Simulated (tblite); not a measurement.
Isomers of C4H7OS2 (doublet state). Level: GFN2-xTB in tblite, geometry and Hessian alike; calculated harmonic values, unscaled, isolated species. This tight-binding method is rough: wavenumbers can miss measured ones by several per cent, in bad cases by 10 to 20. Modes of hydrogen on sulfur can be 10 to 20 % off. One conformer each. Open shells enter through the occupations alone, without spin polarisation, and single modes of such species can be off by tens of per cent.

Electronic energies: GFN2-xTB at the same geometries; isomer energies are rough at this level and their order can be wrong.

```tsv
SMILES	electronic energy, lowest = 0 (kJ/mol)
C=CSS[CH]OC	101.4
COC(=S)CC[S]	0.0
C=[C]SSCOC	152.6
COC(=S)[CH]CS	21.3
```

**Question.** How do GFN2-xTB zero-point energies change the relative energies?

**Answer.** 
```json
{"SMILES": "COC(=S)CC[S]", "ZPE (kJ/mol)": "271.1", "of it from modes above 1550 cm⁻¹": "125.1", "electronic (kJ/mol)": "0.0", "with ZPE, lowest = 0 (kJ/mol)": "0.0", "lowest mode (cm⁻¹)": "17", "rings": "0"}
{"SMILES": "COC(=S)[CH]CS", "ZPE (kJ/mol)": "260.4", "of it from modes above 1550 cm⁻¹": "123.0", "electronic (kJ/mol)": "21.3", "with ZPE, lowest = 0 (kJ/mol)": "10.5", "lowest mode (cm⁻¹)": "30", "rings": "0"}
{"SMILES": "C=CSS[CH]OC", "ZPE (kJ/mol)": "260.0", "of it from modes above 1550 cm⁻¹": "137.6", "electronic (kJ/mol)": "101.4", "with ZPE, lowest = 0 (kJ/mol)": "90.3", "lowest mode (cm⁻¹)": "32", "rings": "0"}
{"SMILES": "C=[C]SSCOC", "ZPE (kJ/mol)": "259.0", "of it from modes above 1550 cm⁻¹": "135.3", "electronic (kJ/mol)": "152.6", "with ZPE, lowest = 0 (kJ/mol)": "140.5", "lowest mode (cm⁻¹)": "37", "rings": "0"}
```

The zero-point energies span 12.1 kJ/mol, from `C=[C]SSCOC` to `COC(=S)CC[S]`. The order is unchanged.

**Question.** What do entropy and thermal enthalpy add at 298.15 K and 1 bar (rigid rotor, harmonic oscillator, one conformer each)?

**Answer.** 
```
       SMILES  point group  symmetry number  S (J/(mol K))  H − H(0) (kJ/mol)  ZPE + H − H(0) − TS (kJ/mol)
COC(=S)[CH]CS           C1                1          408.0              26.50                         165.2
  C=CSS[CH]OC           C1                1          426.1              28.66                         161.6
   C=[C]SSCOC           C1                1          425.4              28.85                         161.0
```

S holds R ln(2S + 1) for the spin.

Not tabulated: `COC(=S)CC[S]` (lowest mode only 17 cm⁻¹).
